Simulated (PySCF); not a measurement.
Sn(I)(SH) (HISSn), SMILES [SH][Sn][I] (connectivity only; charge and spin as stated), neutral, multiplicity 1.

Geometry: B3LYP-D3(BJ)/def2-SVP. The def2 effective core potentials stand for the cores of I, Sn; spin–orbit coupling is left out. The values are those of a single conformer.

Level of theory: PySCF with TDA-CAM-B3LYP/def2-SVPD.

Vertical excitations. The molecule is in vacuum. State labels are in the subgroup Cs.

```tsv
state	symmetry	energy (eV)	λ (nm)	f	main pairs
S1	A"	3.17	391	0.010	HOMO→LUMO 98 %
S2	A"	3.82	325	0.007	HOMO−2→LUMO 99 %
S3	A'	3.85	322	0.041	HOMO−1→LUMO 91 %
S4	A'	4.47	278	0.011	HOMO−3→LUMO 82 %
S5	A"	4.70	264	0.001	HOMO−4→LUMO 98 %
S6	A'	4.79	259	0.054	HOMO→LUMO+1 75 %, HOMO−2→LUMO+1 15 %
S7	A"	4.99	249	0.008	HOMO−1→LUMO+1 94 %
S8	A'	5.60	221	0.197	HOMO−2→LUMO+1 60 %, HOMO→LUMO+2 16 %
S9	A"	5.61	221	0.012	HOMO−1→LUMO+2 54 %, HOMO−3→LUMO+1 31 %, HOMO−3→LUMO+2 10 %
S10	A"	5.72	217	0.001	HOMO−3→LUMO+1 62 %, HOMO−1→LUMO+2 24 %
T1	A"	2.43	511	0	HOMO→LUMO 80 %, HOMO−2→LUMO 17 %
T2	A'	3.20	388	0	HOMO−1→LUMO 86 %
T3	A"	3.57	347	0	HOMO−2→LUMO 81 %, HOMO→LUMO 17 %
T4	A'	3.67	338	0	HOMO−3→LUMO 86 %
```
Triplets are in the Tamm–Dancoff approximation.
